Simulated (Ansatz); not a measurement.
System: CH₂F, charge -1, multiplicity 1. It need not be the lowest isomer of its formula. Whether it binds its extra electron was not tested at this geometry. 
Geometry from a B3LYP-D3(BJ)/def2-TZVP (Ansatz, a quantum-chemistry and plane-wave program) optimisation:
```
C
H 1 1.1192
H 1 1.1192 2 101.37
F 1 1.5213 2 100.52 3 -103.11
```
Charge -1, spin multiplicity 1.

Basis-set convergence of Hartree-Fock and CCSD(T) correlation energies (hartree) with Ansatz. Correlated levels leave the core frozen unless marked. No spin-orbit coupling. Non-relativistic. This anion needs diffuse functions, which these sets lack.

| basis | functions | E(HF) | E(corr, CCSD(T)) | rough core time |
|---|---|---|---|---|
| def2-SVP | 38 | -138.23182 | -0.35778 | under 20 s |
| def2-TZVPP | 90 | -138.41594 | -0.46994 | under 20 s |
| def2-QZVPP | 174 | … | … | 23 s |

Problem. What belongs in the gaps?

Solution. 
- def2-QZVPP, E(HF): -138.42511
- def2-QZVPP, E(corr, CCSD(T)): -0.50704
